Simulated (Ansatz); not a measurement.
`C[N](C)[Ga]([F])[SH]`, relaxed with RKS PBE0-D4/def2-TZVP in Ansatz from a PBE-D4/def2-SVP geometry. The force threshold is 0.005 eV/Å; the program also tests the step.

Total charge 0; spin multiplicity 1.

Start:

```xyz
13

C    -1.425   -0.529   -0.765
N    -0.232   -0.071   -0.076
C    -0.440    0.389    1.278
Ga    1.386   -0.094   -0.920
F     1.322   -0.719   -2.577
S     3.347    0.541   -0.135
H    -1.173   -0.861   -1.791
H    -1.904   -1.387   -0.234
H    -2.192    0.278   -0.843
H    -1.146    1.254    1.323
H    -0.866   -0.412    1.931
H     0.513    0.717    1.741
H     2.809    0.897    1.067
```

(1) How much energy does the relaxation release, and in how many steps? (Best estimate.)

(2) Which bonds change most? (Best estimate.)

(3) Give the relaxed structure. (An estimate is asked.)

## Answers

(1) Ansatz gave: 0.06 eV, in 6 steps, 1 of them rejected.

(2) Ansatz gave: Ga4–S6 from 2.205 to 2.183 Å; N2–Ga4 from 1.824 to 1.803 Å; S6–H13 from 1.365 to 1.344 Å; C3–H10 from 1.117 to 1.099 Å.

(3) Computed: 
```xyz
13

C    -1.425   -0.525   -0.752
N    -0.229   -0.071   -0.084
C    -0.447    0.384    1.263
Ga    1.375   -0.091   -0.905
F     1.358   -0.699   -2.551
S     3.324    0.532   -0.144
H    -1.197   -0.857   -1.766
H    -1.886   -1.366   -0.215
H    -2.174    0.276   -0.816
H    -1.149    1.229    1.294
H    -0.864   -0.413    1.895
H     0.486    0.715    1.725
H     2.830    0.888    1.054
```
